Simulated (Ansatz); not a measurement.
Diatomic CrW, closed-shell singlet (the spin of the measured ground state). No spin–orbit coupling. Cr is treated without relativity. The T1 diagnostic near the minimum is 0.090, so single-reference values are doubtful.

```tsv
level	bond energy D_e (kJ/mol)
SVWN5/def2-TZVPP	431.3
PBE/def2-TZVPP	254.1
r2SCAN/def2-TZVPP	26.7
B97M-V/def2-TZVPP	-10.0
B3LYP/def2-TZVPP	73.4
PBE0/def2-TZVPP	-71.3
BHLYP/def2-TZVPP	-262.8
CAM-B3LYP/def2-TZVPP	-25.3
```

The rows run from -262.8 (BHLYP/def2-TZVPP) to 431.3 kJ/mol (SVWN5/def2-TZVPP). The 8 functionals in def2-TZVPP without D3 or D4 span 694.1, from BHLYP to SVWN5.

D_e counts from the fitted minimum to each atom's lowest state at the same level, without counterpoise. The singlet is restricted.

The values were computed with Ansatz (Gaussian basis) for Hartree–Fock, density functionals and correlated methods. Each number belongs to the level named beside it. In def2 rows elements past Kr take small-core potentials, without spin–orbit coupling.

Ansatz is an electronic-structure program.
